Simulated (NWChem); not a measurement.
# GeH3F; SMILES [F][GeH3]

```xyz
5

Ge     0.0000     0.0000    -0.2775
F      0.0000     0.0000     1.4664
H     -0.4332    -1.4064    -0.7170
H      1.4345     0.3281    -0.7170
H     -1.0014     1.0783    -0.7170
```
Atoms are numbered in this order, from 1.

Computed with NWChem. Pople sets run with spherical d functions. STO-3G and 3-21G are far too small for this property and stand as cheap habits. Coordinates come from a PBE0/def2-SVP optimisation. Field at 589 nm.

```csv
level,isotropic polarisability (bohr³),anisotropy (bohr³)
B3LYP/STO-3G,12.3,1.1
B3LYP/6-31G*,(withheld),(withheld)
B3LYP/def2-SVP,27.1,5.0
B3LYP/def2-SVPD,33.3,2.6
B3LYP/aug-cc-pVDZ,33.6,2.5
B3LYP/def2-TZVPD,33.7,2.6
```

**Question.** Some entries are withheld; supply them.

**Answer.** 
- B3LYP/6-31G*, isotropic polarisability (bohr³): 24.9
- B3LYP/6-31G*, anisotropy (bohr³): 3.3
